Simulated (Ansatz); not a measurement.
`C[CH2][Ge][NH2]`. Charge 0, multiplicity 1. The structure was optimised at the PBE0-D4/def2-TZVP level. It is one conformer, not always the lowest.

```xyz
11

C    -0.532   -1.187    0.709
C    -0.495   -0.481   -0.645
Ge    1.361    0.195   -1.019
N     1.130    1.809   -0.213
H    -0.300   -0.498    1.527
H    -1.514   -1.622    0.917
H     0.196   -2.003    0.761
H    -1.210    0.348   -0.671
H    -0.780   -1.178   -1.439
H     0.269    2.136    0.201
H     1.875    2.481   -0.127
```

Problem. What is the dipole moment at ωB97M-V/def2-TZVPP? (An estimate is asked.)

Solution. Computed: 1.30 D, with components (-0.66, 0.96, 0.59) D in this frame, pointing from negative to positive charge.

Problem. And with PBE, r2SCAN, B3LYP? (Best estimate.)

Solution. Computed: PBE 1.47 D, r2SCAN 1.52 D, B3LYP 1.32 D.

Problem. Give the Mulliken charges with ωB97M-V, r2SCAN, B3LYP in def2-TZVPP. (Estimate.)

Solution. Computed: 
```json
{"atom": "C1", "ωB97M-V": "-0.32", "r2SCAN": "-0.14", "B3LYP": "-0.27"}
{"atom": "C2", "ωB97M-V": "-0.37", "r2SCAN": "-0.20", "B3LYP": "-0.26"}
{"atom": "Ge3", "ωB97M-V": "0.28", "r2SCAN": "0.22", "B3LYP": "0.25"}
{"atom": "N4", "ωB97M-V": "-0.37", "r2SCAN": "-0.43", "B3LYP": "-0.40"}
{"atom": "H5", "ωB97M-V": "0.10", "r2SCAN": "0.04", "B3LYP": "0.08"}
{"atom": "H6", "ωB97M-V": "0.11", "r2SCAN": "0.04", "B3LYP": "0.09"}
{"atom": "H7", "ωB97M-V": "0.11", "r2SCAN": "0.05", "B3LYP": "0.08"}
{"atom": "H8", "ωB97M-V": "0.10", "r2SCAN": "0.04", "B3LYP": "0.07"}
{"atom": "H9", "ωB97M-V": "0.11", "r2SCAN": "0.05", "B3LYP": "0.08"}
{"atom": "H10", "ωB97M-V": "0.13", "r2SCAN": "0.16", "B3LYP": "0.14"}
{"atom": "H11", "ωB97M-V": "0.12", "r2SCAN": "0.16", "B3LYP": "0.14"}
```

B3LYP here is the variant with VWN-RPA as its local correlation; programs differ in this.
